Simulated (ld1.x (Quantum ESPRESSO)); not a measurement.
PW91 TM dataset for beryllium, scalar-relativistic all-electron reference.

ld1.x (Quantum ESPRESSO) 7.5 was run on this input:

```
&input
   title='Be', zed=4., rel=1, dft='PW91', iswitch=3,
   config='[He] 2s1 2p0',
   nld=2, rlderiv=4.55, eminld=-3.0, emaxld=5.0, deld=0.02
 /
 &inputp
   pseudotype=2, tm=.true., lloc=0,
   nlcc=.true., rcore=1.00,
   file_pseudopw='Be.UPF', file_wfcaegen='ae.wfc', file_wfcncgen='nc.wfc', file_beta='beta', file_chi='chi'
 /
2
2P  2  1   0.00   0.00  4.20  4.20  0.0
2S  1  0   1.00   0.00  1.40  1.40  0.0
 &test
   configts(1)='2s1 2p0'
 /
```

Command:

```bash
ld1.x < Be.in > Be.out
```

Output (shortened: banner, matrices, multipoles, cross overlaps and the repeated all-electron block are left out):

```
Program LD1 v.7.5
     --------------------------- All-electron run ----------------------------

     Be
     scalar relativistic calculation

     atomic number is  4.00
     dft =PW91   lsd =0 sic =0 latt =0  beta=0.20 tr2=1.0E-14
     Exchange-correlation= PW91
                           (   1   4   2   2   0   0   0)
     mesh =1041 r(mesh) = 100.85720 a.u. xmin = -7.00 dx = 0.01250
     1 Ry =  13.60569312 eV, c = 137.03599908

     n l     nl                  e(Ry)          e(Ha)          e(eV)
     1 0     1S 1( 2.00)        -8.6761        -4.3381      -118.0447
     2 0     2S 1( 1.00)        -1.0089        -0.5044       -13.7267
     2 1     2P 1( 0.00)        -0.7202        -0.3601        -9.7984

     final scf error:  3.8E-15 reached in  19 iterations

     Etot =     -28.597841 Ry,     -14.298921 Ha,    -389.093449 eV

     Ekin =      28.494455 Ry,      14.247227 Ha,     387.686810 eV
     Encl =     -63.693014 Ry,     -31.846507 Ha,    -866.587604 eV
     Eh   =      11.629264 Ry,       5.814632 Ha,     158.224200 eV
     Exc  =      -5.028546 Ry,      -2.514273 Ha,     -68.416856 eV

     normalization and overlap integrals

     s(1S/1S) =  1.000000  <r> =   0.4195  <r2> =    0.2398  r(max) =   0.2661
     s(2S/2S) =  1.000000  <r> =   2.2919  <r2> =    6.1935  r(max) =   1.8940
     s(2P/2P) =  1.000000  <r> =   2.4032  <r2> =    7.0675  r(max) =   1.8940

     ------------------------ End of All-electron run ------------------------

     --------------------- Generating NC pseudopotential ---------------------

      Generating local pot.: lloc=0, matching radius rcloc =   1.4000

      Computing core charge for nlcc:

       r > 1.00 : true rho core
       r < 1.00 : rho core = a sin(br)/r    a=   0.70  b=   2.68

      Integrated core pseudo-charge :   0.34

      Wfc   2P  rcut= 4.215  Using Troullier-Martins method

     ------------------- End of pseudopotential generation -------------------

     Computing logarithmic derivative in   4.57211
     Computing logarithmic derivative in   4.57211
     Computing the partial wave expansion
       no projector for channel:   0
     R is outside the sphere for l=    1 j= 0.00

     ---------------------- Testing the pseudopotential ----------------------

     Be
     scalar relativistic calculation

     atomic number is  4.00   valence charge is  2.00
     dft =PW91   lsd =0 sic =0 latt =0  beta=0.20 tr2=1.0E-14
     mesh =1041 r(mesh) = 100.85720 xmin = -7.00 dx = 0.01250

     n l     nl             e AE (Ry)        e PS (Ry)    De AE-PS (Ry)
     1 0     2S   1( 1.00)       -1.00889       -1.00889        0.00000
     2 1     2P   1( 0.00)       -0.72017       -0.72017        0.00000

     eps = 8.5E-15  iter = 14

     Etot =     -28.597841 Ry,     -14.298921 Ha,    -389.093449 eV
     Etotps =    -1.563159 Ry,      -0.781580 Ha,     -21.267867 eV

     Ekin =       0.410006 Ry,       0.205003 Ha,       5.578418 eV
     Encl =      -1.734356 Ry,      -0.867178 Ha,     -23.597119 eV
     Ehrt =       0.393394 Ry,       0.196697 Ha,       5.352394 eV
     Ecxc =      -0.632203 Ry,      -0.316102 Ha,      -8.601560 eV
     (Ecc =      -0.242231 Ry,      -0.121116 Ha,      -3.295721 eV)

     ---------------------- End of pseudopotential test ----------------------
```

Generation and configuration tests took about 1.4 s on one core of a shared server CPU.

Transferability test of the new file with ld1.x, input:

```
&input
   title='Be', zed=4., rel=1, dft='PW91', iswitch=2,
   config='[He] 2s1 2p0'
 /
 &test
   file_pseudo='Be.UPF', nconf=6,
   configts(1)='2s1 2p0',
   configts(2)='2s2 2p0',
   configts(3)='2s1.5 2p0',
   configts(4)='2s1 2p1',
   configts(5)='2s0 2p2',
   configts(6)='2s0 2p1'
 /
```

```bash
ld1.x < Be.test.in > Be.test.out
```

Pseudopotential blocks of its output, shortened (energy terms left out):

```
     ---------------------- Testing the pseudopotential ----------------------

     n l     nl             e AE (Ry)        e PS (Ry)    De AE-PS (Ry)
     1 0     2S   1( 1.00)       -1.00889       -1.00889        0.00000
     2 1     2P   1( 0.00)       -0.72017       -0.72017        0.00000

     eps = 9.4E-15  iter = 14

     Etot =     -28.597841 Ry,     -14.298920 Ha,    -389.093449 eV
     Etotps =    -1.563159 Ry,      -0.781580 Ha,     -21.267867 eV

     ---------------------- End of pseudopotential test ----------------------

          ---------------------- Testing the pseudopotential ----------------------

     n l     nl             e AE (Ry)        e PS (Ry)    De AE-PS (Ry)
     1 0     2S   1( 2.00)       -0.41445       -0.41547        0.00102
     2 1     2P   1( 0.00)       -0.15077       -0.15790        0.00713  !

     eps = 6.9E-15  iter = 12

     Etot =     -29.301918 Ry,     -14.650959 Ha,    -398.672905 eV
     Etotps =    -2.268043 Ry,      -1.134022 Ha,     -30.858302 eV
     dEtot_ae =      -0.704077 Ry
     dEtot_ps =      -0.704884 Ry,   Delta E=       0.000807 Ry

     ---------------------- End of pseudopotential test ----------------------

          ---------------------- Testing the pseudopotential ----------------------

     n l     nl             e AE (Ry)        e PS (Ry)    De AE-PS (Ry)
     1 0     2S   1( 1.50)       -0.70025       -0.70120        0.00095
     2 1     2P   1( 0.00)       -0.41884       -0.42525        0.00642  !

     eps = 8.0E-15  iter = 16

     Etot =     -29.024422 Ry,     -14.512211 Ha,    -394.897380 eV
     Etotps =    -1.990027 Ry,      -0.995014 Ha,     -27.075703 eV
     dEtot_ae =      -0.426581 Ry
     dEtot_ps =      -0.426868 Ry,   Delta E=       0.000287 Ry

     ---------------------- End of pseudopotential test ----------------------

          ---------------------- Testing the pseudopotential ----------------------

     n l     nl             e AE (Ry)        e PS (Ry)    De AE-PS (Ry)
     1 0     2S   1( 1.00)       -0.45549       -0.45600        0.00050
     2 1     2P   1( 1.00)       -0.18826       -0.19316        0.00490

     eps = 1.7E-15  iter = 12

     Etot =     -29.036288 Ry,     -14.518144 Ha,    -395.058826 eV
     Etotps =    -2.007749 Ry,      -1.003875 Ha,     -27.316818 eV
     dEtot_ae =      -0.438447 Ry
     dEtot_ps =      -0.444590 Ry,   Delta E=       0.006143 Ry

     ---------------------- End of pseudopotential test ----------------------

          ---------------------- Testing the pseudopotential ----------------------

     n l     nl             e AE (Ry)        e PS (Ry)    De AE-PS (Ry)
     1 0     2S   1( 0.00)       -0.48619       -0.48878        0.00259
     2 1     2P   1( 2.00)       -0.21784       -0.22223        0.00439

     eps = 6.4E-15  iter = 17

     Etot =     -28.768341 Ry,     -14.384170 Ha,    -391.413216 eV
     Etotps =    -1.742955 Ry,      -0.871478 Ha,     -23.714116 eV
     dEtot_ae =      -0.170500 Ry
     dEtot_ps =      -0.179796 Ry,   Delta E=       0.009296 Ry

     ---------------------- End of pseudopotential test ----------------------

          ---------------------- Testing the pseudopotential ----------------------

     n l     nl             e AE (Ry)        e PS (Ry)    De AE-PS (Ry)
     1 0     2S   1( 0.00)       -1.01290       -1.03039        0.01749  !
     2 1     2P   1( 1.00)       -0.72610       -0.74043        0.01433  !

     eps = 8.2E-16  iter =  9

     Etot =     -28.310026 Ry,     -14.155013 Ha,    -385.177523 eV
     Etotps =    -1.273821 Ry,      -0.636911 Ha,     -17.331220 eV
     dEtot_ae =       0.287815 Ry
     dEtot_ps =       0.289338 Ry,   Delta E=      -0.001523 Ry

     ---------------------- End of pseudopotential test ----------------------
```
